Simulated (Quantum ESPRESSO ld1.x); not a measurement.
The numbers below are computed, except where a source is named.
These are the eigenvalues of the occupied orbitals of an atom or ion with whole-number occupations (eV). Code: ld1.x of Quantum ESPRESSO 7.5. Model: Dirac Kohn-Sham, PBE, spin-unpolarised, spherical densities, point nucleus.

1s1/2: -34357.3
2s1/2: -5353.55
2p1/2: -5030.09
2p3/2: -4705.45
3s1/2: -1103.00
3p1/2: -968.607
3p3/2: -906.946
3d3/2: -670.583
3d5/2: -657.552
4s1/2: -207.202
4p1/2: -159.632
4p3/2: -147.336
4d3/2: -70.4225
4d5/2: -68.4354
5s1/2: -28.9842
5p1/2: -17.9038
5p3/2: -16.5256

Which element is it, and in what charge state? The configuration may be excited. Open shells, if any, fill j = l - 1/2 first.

Answer. Z = 54, xenon, charge +1: Xe+ in [Kr] 4d10 5s2 5p5. The list shows which subshells hold electrons but not how many an open one holds; the 1s level, -1262.6 hartree, gives Z - s = 50.3 by -(Z - s)^2/2, which with screening and relativity narrows Z to a few neighbours, and the depths of the outer levels then fix element, charge and occupations together.
